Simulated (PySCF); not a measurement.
## Bond curve of CsO⁺

Set-up: PySCF, scalar-relativistic core potentials, basis sets Cs def2-SVP with ECP46, O def2-SVP. Energies in eV from Cs⁺ + O in their ground configurations at the same level. All curves are PBE0. state 1: ³Σ⁻ (triplet), unpaired electrons π ↑↑; state 2: ³Π (triplet), unpaired electrons σ ↑, π ↑, a second solution, started from another occupation; state 3: Ms = 0 determinant of mixed spin (⟨S²⟩ near 1.0), unpaired electrons π ↑↓, a mixture of terms (⟨Lz²⟩ = 2.0), a second solution, started from another occupation; state 4: Ms = 0 determinant of mixed spin (⟨S²⟩ near 1.0), unpaired electrons σ ↑, π ↓, a second solution, started from another occupation.

```csv
R (Å),state 1,state 2,state 3,state 4
2.861,-0.1009,0.0054,0.6812,0.7764
2.994,-0.1740,-0.0328,0.6095,0.7400
3.127,-0.2100,-0.0523,0.5743,0.7216
3.227,-0.2212,-0.0593,0.5635,0.7151
3.327,-0.2236,-0.0621,0.5613,0.7127
3.427,-0.2197,-0.0623,0.5651,0.7129
3.560,-0.2086,-0.0598,0.5761,0.7159
3.726,-0.1894,-0.0546,0.5949,0.7219
3.926,-0.1639,-0.0468,0.6199,0.7305
4.192,-0.1326,-0.0367,0.6505,0.7415
```

Task: Put a parabola through the three lowest points of the state 1 curve and estimate Re, k and ωe (reduced mass 14.28 u; 1 eV/Å² = 0.16022 mdyn/Å; ωe = 1302.8·√(k/μ) cm⁻¹).

Result: Through R = 3.227, 3.327, 3.427 Å the second-order coefficient is 0.315 eV/Å², so Re ≈ 3.315 Å, k ≈ 0.101 mdyn/Å and ωe ≈ 110 cm⁻¹. A polynomial fit of higher order to the unrounded PBE0 energies gives Re = 3.309 Å, k = 0.104 mdyn/Å, ωe = 111 cm⁻¹; anharmonicity and rounding make the difference.

The higher-order fit for each curve: state 1: Re = 3.309 Å, ωe = 111 cm⁻¹, De = 0.224 eV; state 2: Re = 3.381 Å, ωe = 63.5 cm⁻¹, minimum 0.062 eV below the ground-state fragments; state 3: Re = 3.307 Å, ωe = 110 cm⁻¹, minimum 0.56 eV above the ground-state fragments; state 4: Re = 3.363 Å, ωe = 66.2 cm⁻¹, minimum 0.71 eV above the ground-state fragments.

The bond is weak. Basis-set superposition, not corrected here, can be much of De in a small basis, most of all at correlated wavefunction levels. Spin–orbit coupling is left out, which matters for elements this heavy, above all for dissociation energies. For an ion De counts to the pair picked by the measured ionisation energies or electron affinities, which need not be the lowest pair at this level. The state was picked by a PBE0 search and need not be the measured ground state.
